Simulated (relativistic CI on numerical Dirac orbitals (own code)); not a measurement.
# Cr²⁺ in a cubic cluster: 2p photoemission with charge transfer

Computed with a charge-transfer multiplet model of a cubic metal-ligand cluster with up to one ligand hole, Slater and spin-orbit integrals from Dirac-Coulomb-Breit ions, Slater integrals scaled by 0.8. The parameters are those of a tetrahedral site (10Dq negative, t2 hopping the larger). The ground state mixes d4 with configurations of k ligand holes L, whose averages lie at kΔ + k(k − 1)U_dd/2; a core hole lowers each added d electron by U_cd. 20 K, Lorentzian 0.6 eV and Gaussian 0.8 eV FWHM.

Atomic integrals in eV (Slater integrals scaled, ζ unscaled), ground: F2dd 7.675, F4dd 4.768, zeta_d 0.027; with the core hole: F2dd 9.222, F4dd 5.777, zeta_d 0.047, zeta_core 5.620, F2cd 5.250, G1cd 3.901, G3cd 2.215.

Cluster parameters (eV): U_dd = 6.3, U_cd = 8.1, 10Dq = -0.3, 10Dq(ligand) = 0, V(eg) = 1.15, V(t2g) = -1.95, final-state hopping factor = 0.9.

Weights, n_d and S are thermal averages at 20 K. Binding energies count from the first peak over 30 % of the highest in each spectrum, which can be another peak from case to case. The parameters are a model scan and need not match a compound or its usual spin state. Peaks in eV (height, largest 100): 0.0 (100), 1.0 (89), 4.6 (49), 10.8 (73), 13.9 (28), 19.1 (11).

**Question.** Which parameters give this spectrum?
A. Δ = 7.3 eV
B. Δ = 6.3 eV
C. Δ = 10.3 eV

**Answer.** B. Δ = 6.3 eV; the ground state then has 4.19 d electrons and S = 2.00. The choice follows from running the model for each set and comparing peak positions and heights. The space is cut while the next configuration still counts.
